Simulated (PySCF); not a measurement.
Computed shifts of a molecule C3H9FSi, PySCF with PBE/pcSseg-1, GIAO, gas phase, equivalent atoms averaged, in ppm (number of nuclei): ¹³C: 2.3 (3). ²⁹Si: 44.7 (1). ¹⁹F: -210.5 (1). ¹H: 0.43 (9). References: ¹³C against TMS (σ = 182.0 ppm); ²⁹Si against TMS (σ = 335.4 ppm); ¹⁹F against CFCl3 (σ = 133.6 ppm); ¹H against TMS (σ = 31.49 ppm), references at their B3LYP-D3(BJ)/def2-TZVP geometries, non-relativistic. Geometry: PBE0-D3(BJ)/def2-SVP. The values are those of a single conformer.

Identify the compound among the candidates.
A. C[SiH](C)CF
B. C[Si](C)(C)F
C. CCC[SiH2]F
D. C[C@H](F)C[SiH3]

B, C[Si](C)(C)F
